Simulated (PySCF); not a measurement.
Isomers of C9H16O, mass 140.120 u with the commonest isotopes. Level of theory: PBE0/pcSseg-1 in PySCF (dipole) on a GFN2-xTB geometry, gas phase. One conformer each, none proved a minimum here; rigid rotors.

Question: Order these by rotational constant B, smallest first.
A. `[CH3:1][C:2]([CH3:3])([CH3:4])[C@H:5]1[CH:6]=[CH:7][O:8][CH2:9][CH2:10]1` with C2–C5–C6–C7 142°, C6–C7–O8–C9 10°, C7–O8–C9–C10 -43°, O8–C9–C10–C5 63°
B. `[CH3:1][O:2][CH2:3][C@H:4]1[CH:5]=[CH:6][CH2:7][CH2:8][CH2:9][CH2:10]1` with C1–O2–C3–C4 180°, O2–C3–C4–C5 72°, C3–C4–C5–C6 76°, C5–C6–C7–C8 53°, C6–C7–C8–C9 -74°, C7–C8–C9–C10 72°
C. `[CH3:1][C@@H:2]1[CH2:3][C:4]2([CH2:5][CH2:6][C@H:7]1[OH:8])[CH2:9][CH2:10]2` with C6–C7–O8–H 61°, C1–C2–C3–C4 -179°, C2–C3–C4–C5 57°, C3–C4–C5–C6 -57°, C4–C5–C6–C7 58°
D. `[CH3:1][O:2][C@@H:3]1[CH2:4][C@H:5]2[CH2:6][C@@H:7]1[C@H:8]([CH3:9])[CH2:10]2` with C1–O2–C3–C4 -172°
E. `[CH3:1][O:2][C@@H:3]1[CH2:4][CH2:5][C@H:6]2[CH2:7][CH2:8][C@@H:9]1[CH2:10]2` with C1–O2–C3–C4 -166°
F. `[OH:1][CH2:2][C@H:3]1[CH2:4][C:5]12[CH2:6][CH2:7][CH2:8][CH2:9][CH2:10]2` with H–O1–C2–C3 -53°, O1–C2–C3–C4 87°, C2–C3–C4–C5 114°, C3–C4–C5–C6 -111°, C4–C5–C6–C7 157°, C5–C6–C7–C8 57°
G. `[OH:1][CH2:2][C@@H:3]1[CH2:4][CH2:5][C@H:6]2[CH2:7][CH2:8][CH2:9][C@@H:10]12` with H–O1–C2–C3 58°, O1–C2–C3–C4 -176°, C2–C3–C4–C5 -162°, C3–C4–C5–C6 40°, C4–C5–C6–C7 -141°, C5–C6–C7–C8 91°

Answer: B (824.3 MHz), F (845.3 MHz), A (912.6 MHz), C (1000 MHz), G (1096 MHz), E (1123 MHz), D (1260 MHz).

Question: Order these by out-of-plane moment Σ m c² = (Ia + Ib − Ic)/2, smallest first.
A. `[CH3:1][O:2][CH2:3][C@H:4]1[CH:5]=[CH:6][CH2:7][CH2:8][CH2:9][CH2:10]1` with C1–O2–C3–C4 180°, O2–C3–C4–C5 72°, C3–C4–C5–C6 76°, C5–C6–C7–C8 53°, C6–C7–C8–C9 -74°, C7–C8–C9–C10 72°
B. `[OH:1][CH2:2][C@H:3]1[CH2:4][C:5]12[CH2:6][CH2:7][CH2:8][CH2:9][CH2:10]2` with H–O1–C2–C3 -53°, O1–C2–C3–C4 87°, C2–C3–C4–C5 114°, C3–C4–C5–C6 -111°, C4–C5–C6–C7 157°, C5–C6–C7–C8 57°
C. `[CH3:1][C:2]([CH3:3])([CH3:4])[C@H:5]1[CH:6]=[CH:7][O:8][CH2:9][CH2:10]1` with C2–C5–C6–C7 142°, C6–C7–O8–C9 10°, C7–O8–C9–C10 -43°, O8–C9–C10–C5 63°
D. `[CH3:1][O:2][C@@H:3]1[CH2:4][C@H:5]2[CH2:6][C@@H:7]1[C@H:8]([CH3:9])[CH2:10]2` with C1–O2–C3–C4 -172°
E. `[CH3:1][O:2][C@@H:3]1[CH2:4][CH2:5][C@H:6]2[CH2:7][CH2:8][C@@H:9]1[CH2:10]2` with C1–O2–C3–C4 -166°
F. `[OH:1][CH2:2][C@@H:3]1[CH2:4][CH2:5][C@H:6]2[CH2:7][CH2:8][CH2:9][C@@H:10]12` with H–O1–C2–C3 58°, O1–C2–C3–C4 -176°, C2–C3–C4–C5 -162°, C3–C4–C5–C6 40°, C4–C5–C6–C7 -141°, C5–C6–C7–C8 91°
G. `[CH3:1][C@@H:2]1[CH2:3][C:4]2([CH2:5][CH2:6][C@H:7]1[OH:8])[CH2:9][CH2:10]2` with C6–C7–O8–H 61°, C1–C2–C3–C4 -179°, C2–C3–C4–C5 57°, C3–C4–C5–C6 -57°, C4–C5–C6–C7 58°

Answer: F (37.81 u·Å²), G (45.53 u·Å²), C (63.38 u·Å²), D (71.70 u·Å²), E (81.08 u·Å²), A (82.41 u·Å²), B (83.38 u·Å²).

Question: Order these by dipole moment, largest first.
A. `[CH3:1][O:2][CH2:3][C@H:4]1[CH:5]=[CH:6][CH2:7][CH2:8][CH2:9][CH2:10]1` with C1–O2–C3–C4 180°, O2–C3–C4–C5 72°, C3–C4–C5–C6 76°, C5–C6–C7–C8 53°, C6–C7–C8–C9 -74°, C7–C8–C9–C10 72°
B. `[OH:1][CH2:2][C@@H:3]1[CH2:4][CH2:5][C@H:6]2[CH2:7][CH2:8][CH2:9][C@@H:10]12` with H–O1–C2–C3 58°, O1–C2–C3–C4 -176°, C2–C3–C4–C5 -162°, C3–C4–C5–C6 40°, C4–C5–C6–C7 -141°, C5–C6–C7–C8 91°
C. `[OH:1][CH2:2][C@H:3]1[CH2:4][C:5]12[CH2:6][CH2:7][CH2:8][CH2:9][CH2:10]2` with H–O1–C2–C3 -53°, O1–C2–C3–C4 87°, C2–C3–C4–C5 114°, C3–C4–C5–C6 -111°, C4–C5–C6–C7 157°, C5–C6–C7–C8 57°
D. `[CH3:1][O:2][C@@H:3]1[CH2:4][CH2:5][C@H:6]2[CH2:7][CH2:8][C@@H:9]1[CH2:10]2` with C1–O2–C3–C4 -166°
E. `[CH3:1][C:2]([CH3:3])([CH3:4])[C@H:5]1[CH:6]=[CH:7][O:8][CH2:9][CH2:10]1` with C2–C5–C6–C7 142°, C6–C7–O8–C9 10°, C7–O8–C9–C10 -43°, O8–C9–C10–C5 63°

Answer: C (1.82 D), B (1.57 D), A (1.43 D), E (1.30 D), D (1.12 D).

```tsv
SMILES	point group	Ia (u·Å²)	Ib (u·Å²)	Ic (u·Å²)	κ	μa (D)	μb (D)	μc (D)
OC[C@H]1CC12CCCCC2	C1	217.22	597.87	648.34	-0.91	1.24	0.78	1.08
COC[C@H]1C=CCCCC1	C1	230.73	613.08	679.00	-0.89	0.18	0.69	1.24
CO[C@@H]1CC[C@H]2CC[C@@H]1C2	C1	215.80	450.14	503.77	-0.82	0.02	1.04	0.42
CC(C)(C)[C@H]1C=COCC1	C1	204.34	553.78	631.35	-0.87	1.00	0.73	0.39
OC[C@@H]1CC[C@H]2CCC[C@H]21	C1	243.69	461.05	629.11	-0.54	0.79	0.82	1.09
CO[C@@H]1C[C@H]2C[C@@H]1[C@H](C)C2	C1	267.61	401.17	525.38	-0.36	0.07	0.28	1.08
C[C@@H]1CC2(CC[C@H]1O)CC2	C1	225.55	505.17	639.65	-0.71	1.33	0.17	0.77
```
